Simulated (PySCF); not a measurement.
# Relaxation of doublet H2MoN

Computed with UPBE0/[Mo def2-TZVP with ECP28, N def2-TZVP, H def2-TZVP], scalar-relativistic core potentials, density fitting, no spin–orbit coupling, PySCF. A (50,194) grid was used.

A hand-made trigonal pyramidal start, of Cs symmetry, held to at least that symmetry:

Coordinates in bohr (charge 0 multiplicity 2):
```
Mo    0.0402    0.4103    0.0000
N     0.0000   -3.0098    0.0000
H    -1.9508    0.9780    2.4565
H    -1.9508    0.9780   -2.4565
```

Problem. What forces act on the atoms at the start (eV/Å)?

Solution. 
```json
{"atom": "Mo1", "Fx": "-0.19", "Fy": "-6.60", "Fz": "0.00"}
{"atom": "N2", "Fx": "0.01", "Fy": "6.77", "Fz": "0.00"}
{"atom": "H3", "Fx": "0.09", "Fy": "-0.09", "Fz": "-0.06"}
{"atom": "H4", "Fx": "0.09", "Fy": "-0.09", "Fz": "0.06"}
```

Problem. What does it relax to?

Solution. It ends at Cs with Mo–H 1.700 Å (×2), Mo–N 1.613 Å; H–Mo–H 103.5°, H–Mo–N 98.2° (×2). A frequency run shows a minimum. Other isomers or separated fragments may lie lower.

Problem. How much energy is released, and in how many steps?

Solution. 82.6 kJ/mol in 6 steps.

Open d and f shells are described by one determinant, and the ground state may have another occupation or spin.
